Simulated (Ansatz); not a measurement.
Consider the redistribution: `[CH3][AlH][O][SiH2][GaH2]` + `BS[SiH2]C` → `C[SiH2]S[SiH2][GaH2]` + `B[O][AlH][CH3]`.

Isolated molecules relaxed with PBE0-D4/def2-TZVP in Ansatz; ΔE leaves out vibrations. CCSD(T)/CBS adds triple-zeta CCSD(T) − MP2 to the extrapolated MP2 energy (def2 sets, frozen cores). DFT in def2-TZVPP. For Ga outer-core shells are correlated without core-valence functions, which leaves a few kJ/mol of doubt a bond. Scalar relativity is left out up to krypton. Each species was taken in one conformer, which may not be the lowest.

CCSD(T)/CBS gives -21.1 kJ/mol.

(1) Another level gave -18.7 kJ/mol. Which?
A. ωB97X-V/def2-TZVPP
B. LDA (SPW92)/def2-TZVPP
C. PBE0-D4/def2-TZVPP
D. B2PLYP/def2-TZVPP

Largest T1 diagnostic among the species: 0.013.

## Answers

(1) A. ωB97X-V -18.7, LDA (SPW92) -34.5, PBE0-D4 -26.1, B2PLYP -12.3 kJ/mol.

In def2-TZVPP, CCSD(T) changes the Hartree–Fock value by −19.7 kJ/mol (the triples alone add −3.5 kJ/mol) and MP2 by −22.7 kJ/mol. At CCSD(T), def2-SVP lies −6.6 kJ/mol from the extrapolated value and def2-TZVPP +2.8 kJ/mol. The D4 term adds −13.9 kJ/mol with B3LYP and −7.5 kJ/mol with PBE0; it sums over pairs of atoms, weighted by their polarisabilities, and B3LYP, whose exchange is more repulsive, gets the larger term.

B3LYP here is the variant with VWN-RPA as its local correlation; programs differ in this.
